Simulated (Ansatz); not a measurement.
**Strength of the C–Sn bond: SnH2(CH3)Cl → SnH2Cl + CH3**

Species: SnH2(CH3)Cl, singlet; SnH2Cl `[Cl][SnH2]`, doublet; CH3 (methyl radical) `[CH3]`, doublet. 

Shapes, held fixed at every level: PBE0-D4/def2-TZVP. Programs: Ansatz 0.2.0. The zero-point and thermal change to 298 K, harmonic and unscaled (PBE0-D4/def2-TZVP), is -15.9 kJ/mol.

```csv
level,kind,ΔH(298 K) (kJ/mol),less CCSD(T)/def2-TZVPP,CPU time (sum over the molecules)
PBE-D4/def2-TZVPP,GGA,+280.9,-10.8,6.2 s
r2SCAN-D4/def2-TZVPP,meta-GGA,+263.0,-28.7,15 s
B3LYP-D4/def2-TZVPP,global hybrid,+269.8,-21.9,11 s
BHLYP-D4/def2-TZVPP,global hybrid,+268.2,-23.5,9.3 s
wB97M-V/def2-TZVPP,range-separated hybrid,+290.7,-1.0,34 s
CCSD/def2-TZVPP,coupled cluster or CI,+282.3,-9.4,–
CCSD(T)/def2-TZVPP,coupled cluster or CI,+291.7,0.0,78 s
```

The highest level, CCSD(T)/def2-TZVPP, gives ΔH(298 K) = +291.7 kJ/mol; the levels span +263.0 to +291.7. The column of differences is taken from that level and isn't an error. No measured value is set beside it here. Open shells run unrestricted unless RO is named. For atoms past krypton def2 sets carry core potentials with scalar relativity. Correlated rows may include outer-core shells of Sn, which these sets cover unevenly. Times are processor times on shared x86 and Arm servers, and rough.
